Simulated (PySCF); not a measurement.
**How methods differ on the ionisation energy of Zr**

Zr [Kr] 4d2 5s2 (3F) → Zr+ [Kr] 4d2 5s1 (4F), as a difference of total energies. Computed with PySCF 2.14 in aug-cc-pVDZ-PP with ECP28MDF (5s5p4d2f, 54 functions), with scalar relativity through the core potential. Correlated levels: valence: 4s2 4p6 frozen. The calculations carry no spin-orbit coupling.

| method | ionisation energy (eV) |
| --- | --- |
| UHF | 5.219 |
| PBE | 6.462 |
| LDA | 6.762 |
| MP2 (valence) | 6.080 |
| SCS-MP2 (valence) | 6.252 |

Errors of the correlated levels include the incompleteness of this basis and the frozen core.

MP2 underrates the near-degeneracy of ns² with np² in the lower species.

Task: Which method comes closest to the reference value, and which is furthest?

Result: The reference is 6.639 eV (measured; NIST levels, between the centres of gravity of the two terms). Closest: LDA (error 0.123 eV); furthest: UHF (error -1.420 eV).
